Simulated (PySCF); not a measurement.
**Relaxation of sextet PtO₂⁺**

Computed with UPBE0/[Pt def2-TZVP with ECP60, O def2-TZVP], scalar-relativistic core potentials, density fitting, no spin–orbit coupling, PySCF. A (50,194) grid was used.

A hand-made end-on start, of Cs symmetry, held to at least that symmetry:

```xyz
3
charge 1 multiplicity 6, angstrom
Pt   -0.0883    0.0000   -0.3208
O    -0.0883    0.0000    1.5950
O     1.1645    0.0000    2.3150
```

Optimiser trace:
| step | E − E(last) (kJ/mol) | largest gradient (Eh/bohr) |
| --- | --- | --- |
| 0 | 210.45 | 0.12525 |
| 1 | 51.43 | 0.05155 |
| 2 | 31.39 | 0.07202 |
| 3 | 10.90 | 0.03216 |
| 4 | 7.18 | 0.01461 |
| 5 | 4.73 | 0.00377 |
| 6 | 3.79 | 0.00193 |
| 7 | 3.36 | 0.00759 |
| 8 | 3.17 | 0.00507 |
| 9 | 2.57 | 0.00238 |
| 10 | 1.65 | 0.00757 |
| 11 | 0.96 | 0.01315 |
| 12 | 0.76 | 0.00167 |
| 13 | 0.58 | 0.00259 |
| 14 | 0.48 | 0.00313 |
| 15 | 0.25 | 0.00648 |
| 16 | 0.15 | 0.00367 |
| 17 | 0.04 | 0.00262 |
| 18 | 0.01 | 0.00128 |
| 19 | 0.01 | 0.00204 |
| 20 | 0.00 | 0.00005 |

It ends at C∞v with O–O 1.192 Å, Pt–O 2.508 Å; O–O–Pt 180.0° (after a last refinement on a finer grid). The frequency run here used a shortcut that can spoil soft modes, so no verdict on minimum or saddle point is given.

Final geometry:
Z-matrix (Å, degrees; charge 1 multiplicity 6):
```
Pt
O  1 2.5083
O  2 1.1919 1 180.00
```

Other spin states or occupations of the open shell can lie lower. At this level a doublet minimum of C2v symmetry lies 133 kJ/mol below this structure. Spin–orbit coupling, left out here, can matter for elements this heavy.

The relaxation took 58 s on 2 threads of a shared Arm Neoverse V1 host, with 102 basis functions and 22 gradients; the process peaked at 0.56 GiB.
